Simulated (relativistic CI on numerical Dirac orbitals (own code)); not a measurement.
Method of calculation: Dirac-Coulomb-Breit CI, KLI orbitals optimised for each configuration, model QED, valence Slater integrals scaled by 0.9, P86 correlation estimate, and configurations built on the next ion tied to the tabulated ionisation energy (semi-empirical) (own radial code, finite nucleus).

Configurations in the expansion (outside the closed core 1s2): 2s2 2p6, 2s2 2p5 3s, 2s2 2p5 3p, 2s2 2p5 3d, 2s2 2p5 4s, 2s 2p6 3s, 2s2 2p5 4p, 2s2 2p5 4d, 2s 2p6 3p, 2s2 2p5 4f, 2s2 2p4 3s2, 2s 2p6 3d, 2s2 2p4 3s 3p, 2s2 2p4 3p2, 2s2 2p4 3s 3d, 2s 2p6 4s, 2s 2p6 4p, 2s2 2p4 3p 3d, 2s 2p6 4d, 2s 2p6 4f, 2s 2p5 3s2, 2s2 2p4 3d2, 2s 2p5 3s 3p. Levels of other configurations are missing.

Configurations that consist of the next ion and one excited electron were tied to the tabulated ionisation energy; Rydberg ones are usually within 1,000 to 3,000 cm⁻¹ and the lowest ones within about 6,000 (9,000 in d shells), while levels on excited terms of the next ion carry the error of that term, and the other configurations can be misplaced by 10,000 cm⁻¹ or more. Rates follow the energies as ν³ (E1, M1) or ν⁵ (E2), so rates, branching and lifetimes can be off by large factors. 21 of the 29 excited levels that our extract of the measured tables holds in this range could be paired (the sources list more); they are missed by 3849 cm⁻¹ on average and 7547 at most, and levels without a partner can miss by more.

Outline of the computed level scheme of S VII. Lowest level of each configuration: 2s2 2p6 1S_0 at 0.000 eV; 2s2 2p5 3s 3P°_2 at 170.454 eV; 2s2 2p5 3p 3S_1 at 182.537 eV; 2s2 2p5 3d 3P°_0 at 201.829 eV; 2s2 2p5 4s 3P°_2 at 225.595 eV; 2s2 2p5 4p 3S_1 at 229.879 eV; 2s 2p6 3s 3S_1 at 236.250 eV; 2s2 2p5 4d 3P°_0 at 236.930 eV.

Some strong electric-dipole decays among the lowest 45 levels: 2s2 2p5 3d 1P°_1 → 2s2 2p6 1S_0 (1.1e+12 s⁻¹); 2s2 2p5 3s 1P°_1 → 2s2 2p6 1S_0 (8.9e+10 s⁻¹); 2s2 2p5 3d 3D°_1 → 2s2 2p6 1S_0 (5.6e+10 s⁻¹); 2s2 2p5 3s 3P°_1 → 2s2 2p6 1S_0 (2.3e+10 s⁻¹); 2s2 2p5 4s 1P°_1 → 2s2 2p6 1S_0 (2.0e+10 s⁻¹); 2s2 2p5 4s 3P°_1 → 2s2 2p6 1S_0 (1.7e+10 s⁻¹); 2s2 2p5 4p 3S_1 → 2s2 2p5 3s 3P°_2 (1.2e+10 s⁻¹); 2s2 2p5 4s 1P°_1 → 2s2 2p5 3p 1D_2 (9.6e+09 s⁻¹).

LS names give the leading component of a level, which can be under half, so a name can repeat, a term be missing and a line seem to break the LS rules.
